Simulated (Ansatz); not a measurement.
The input (input.yaml):

```yaml
crystal:
  periodic: [false, false, false]
  atoms:
    - { symbol: Al, position_ang: [0.010942, -0.167209, 0.057215] }
    - { symbol: H, position_ang: [0.016515, 0.121015, 1.68083] }
    - { symbol: F, position_ang: [1.437886, 0.140968, -0.726523] }
    - { symbol: F, position_ang: [-1.441565, 0.067103, -0.704875] }
    - { symbol: Cl, position_ang: [0.075352, -2.38611, 0.944646] }
    - { symbol: H, position_ang: [0.049972, -1.156568, 1.716706] }
basis:
  gaussian: { orbitals: def2-SVP }
hamiltonian:
  xc: b3lyp
md:
  timestep: 0.5
  n_steps: 200
  ensemble: nve
  temperature: 100.0
  initial_velocities: maxwell_boltzmann
  seed: 6736
```

Launched with:

```bash
$ ansatz run input.yaml --threads 1 --pin off --max-ram 2048MiB --backend cpu --events-out ev --progress --plain --runs-dir out
```

Hardware: 1 thread of Arm Neoverse V2, with other jobs on the host.

**Question.** Roughly how long does this run take, and how much memory?

**Answer.** 7.2 min, with a peak of 0.13 GiB, for 201 ionic steps.
